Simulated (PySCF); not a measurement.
C2H6AlF, singlet, geometry from GFN2-xTB (such geometries of metal compounds can be far from the true shape); HF/6-31+G*, polarisability (PySCF).

Here is a job for PySCF.
```python
from pyscf import gto, scf
from pyscf.prop import polarizability

mol = gto.M(
    atom='''
Al   -0.01812218    0.01384130   -0.01814986
C     1.80826579   -0.20063139   -0.77643276
H     2.23544386   -1.18783935   -0.58772258
H     2.51757398    0.52485426   -0.36929487
H     1.78819981   -0.04984185   -1.86053750
C    -0.74527717   -0.55667072    1.74273596
H    -1.42696911   -1.40659741    1.64044699
H    -1.33004258    0.24800256    2.19960465
H     0.02722081   -0.84979871    2.45576657
F    -1.10597445    0.78723292   -1.00445935
''',
    basis='6-31+g*',
    verbose=4,
)

mf = scf.RHF(mol)
mf.kernel()
alpha = mf.Polarizability().polarizability()[2, 2]
print('alpha_zz =', alpha)
```

The log (banner, timings and long lists left out):

```
site-packages/pyscf/prop/efg/rhf.py:45: UserWarning: Module EFG is under testing
  warnings.warn('Module EFG is under testing')
site-packages/pyscf/prop/efg/dhf.py:30: UserWarning: Module EFG is under testing
  warnings.warn('Module EFG is under testing')
site-packages/pyscf/prop/zfs/uhf.py:40: UserWarning: Module ZFS is under testing
  warnings.warn('Module ZFS is under testing')
site-packages/pyscf/prop/gtensor/uhf.py:43: UserWarning: Module g-tensor is under testing
  warnings.warn('Module g-tensor is under testing')
site-packages/pyscf/prop/gtensor/uks.py:41: UserWarning: Module g-tensor is under testing
  warnings.warn('Module g-tensor is under testing')
site-packages/pyscf/prop/hfc/uks.py:35: UserWarning: Module HFC is under testing
  warnings.warn('Module HFC is under testing')
site-packages/pyscf/prop/magnetizability/rhf.py:39: UserWarning: Module magnetizability is under testing
  warnings.warn('Module magnetizability is under testing')
site-packages/pyscf/prop/magnetizability/uhf.py:37: UserWarning: Module magnetizability is under testing
  warnings.warn('Module magnetizability is under testing')
site-packages/pyscf/prop/magnetizability/rks.py:37: UserWarning: Module magnetizability is under testing
  warnings.warn('Module magnetizability is under testing')
site-packages/pyscf/prop/magnetizability/uks.py:39: UserWarning: Module magnetizability is under testing
  warnings.warn('Module magnetizability is under testing')
site-packages/pyscf/prop/polarizability/uhf.py:34: UserWarning: Module polarizability is under testing
  warnings.warn('Module polarizability is under testing')
site-packages/pyscf/prop/polarizability/rks.py:29: UserWarning: Module polarizability is under testing
  warnings.warn('Module polarizability is under testing')
site-packages/pyscf/prop/polarizability/uks.py:29: UserWarning: Module polarizability is under testing
  warnings.warn('Module polarizability is under testing')
PySCF version 2.14.0

[INPUT] verbose = 4
[INPUT] num. atoms = 10
[INPUT] num. electrons = 40
[INPUT] charge = 0
[INPUT] spin (= nelec alpha-beta = 2S) = 0
[INPUT] symmetry False subgroup None
[INPUT] Mole.unit = angstrom
[INPUT] Symbol           X                Y                Z      unit          X                Y                Z       unit  Magmom
[INPUT]  1 Al    -0.018122180000   0.013841300000  -0.018149860000 AA   -0.034245956980   0.026156266208  -0.034298264599 Bohr   0.0
[INPUT]  2 C      1.808265790000  -0.200631390000  -0.776432760000 AA    3.417127103520  -0.379138379091  -1.467245270540 Bohr   0.0
[INPUT]  3 H      2.235443860000  -1.187839350000  -0.587722580000 AA    4.224376662241  -2.244691051481  -1.110634713423 Bohr   0.0
[INPUT]  4 H      2.517573980000   0.524854260000  -0.369294870000 AA    4.757525320531   0.991830806711  -0.697866163507 Bohr   0.0
[INPUT]  5 H      1.788199810000  -0.049841850000  -1.860537500000 AA    3.379207896899  -0.094187446042  -3.515906319483 Bohr   0.0
[INPUT]  6 C     -0.745277170000  -0.556670720000   1.742735960000 AA   -1.408369738191  -1.051955202364   3.293293671831 Bohr   0.0
[INPUT]  7 H     -1.426969110000  -1.406597410000   1.640446990000 AA   -2.696580806114  -2.658083872423   3.099995532967 Bohr   0.0
[INPUT]  8 H     -1.330042580000   0.248002560000   2.199604650000 AA   -2.513416210210   0.468656916591   4.156650370820 Bohr   0.0
[INPUT]  9 H      0.027220810000  -0.849798710000   2.455766570000 AA    0.051439875789  -1.605886822909   4.640726243163 Bohr   0.0
[INPUT] 10 F     -1.105974450000   0.787232920000  -1.004459350000 AA   -2.089988811266   1.487654615042  -1.898153074759 Bohr   0.0

nuclear repulsion = 151.509368663046
number of shells = 46
number of NR pGTOs = 172
number of NR cGTOs = 88
basis = 6-31+g*
ecp = {}

******** <class 'pyscf.scf.hf.RHF'> ********
method = RHF
initial guess = minao
damping factor = 0
level_shift factor = 0
DIIS = <class 'pyscf.scf.diis.CDIIS'>
diis_start_cycle = 1
diis_space = 8
diis_damp = 0
SCF conv_tol = 1e-09
SCF conv_tol_grad = None
SCF max_cycles = 50
direct_scf = True
direct_scf_tol = 1e-13
Set gradient conv threshold to 3.16228e-05
Initial guess from minao.
init E= -420.544237843172
  HOMO = -0.28874675934385  LUMO = -0.000927257587649333  gap/eV = 7.83197
cycle= 1 E= -420.597155171139  delta_E= -0.0529  |g|= 0.527  |ddm|= 2.36
  HOMO = -0.403580004237887  LUMO = 0.0360689036830606  gap/eV = 11.96346
cycle= 2 E= -420.64786591918  delta_E= -0.0507  |g|= 0.331  |ddm|= 0.59
  HOMO = -0.401847427025633  LUMO = 0.0389099941218878  gap/eV = 11.99362
cycle= 3 E= -420.665462796639  delta_E= -0.0176  |g|= 0.0441  |ddm|= 0.19
  HOMO = -0.402845515617229  LUMO = 0.0403937439826092  gap/eV = 12.06115
cycle= 4 E= -420.66640172266  delta_E= -0.000939  |g|= 0.00563  |ddm|= 0.0915
  HOMO = -0.40352714985734  LUMO = 0.0402426318268256  gap/eV = 12.07559
cycle= 5 E= -420.666424054781  delta_E= -2.23e-05  |g|= 0.00144  |ddm|= 0.0187
  HOMO = -0.404023732968832  LUMO = 0.0402140450151691  gap/eV = 12.08833
cycle= 6 E= -420.666425503894  delta_E= -1.45e-06  |g|= 0.000487  |ddm|= 0.00499
  HOMO = -0.403970486465948  LUMO = 0.0402235348622777  gap/eV = 12.08713
cycle= 7 E= -420.666425627629  delta_E= -1.24e-07  |g|= 0.000119  |ddm|= 0.00109
  HOMO = -0.404007389876516  LUMO = 0.0402196185121872  gap/eV = 12.08803
cycle= 8 E= -420.666425636753  delta_E= -9.12e-09  |g|= 1.77e-05  |ddm|= 0.000317
  HOMO = -0.404004816275962  LUMO = 0.040220074784131  gap/eV = 12.08797
cycle= 9 E= -420.666425636943  delta_E= -1.9e-10  |g|= 3.93e-06  |ddm|= 5.42e-05
  HOMO = -0.404005413347554  LUMO = 0.0402199666097536  gap/eV = 12.08799
Extra cycle  E= -420.666425636952  delta_E= -8.19e-12  |g|= 1.55e-06  |ddm|= 9.19e-06
converged SCF energy = -420.666425636952
Isotropic polarizability 42.0130824289
Polarizability anisotropy 8.28610729922
alpha_zz = 44.29660546254268
```
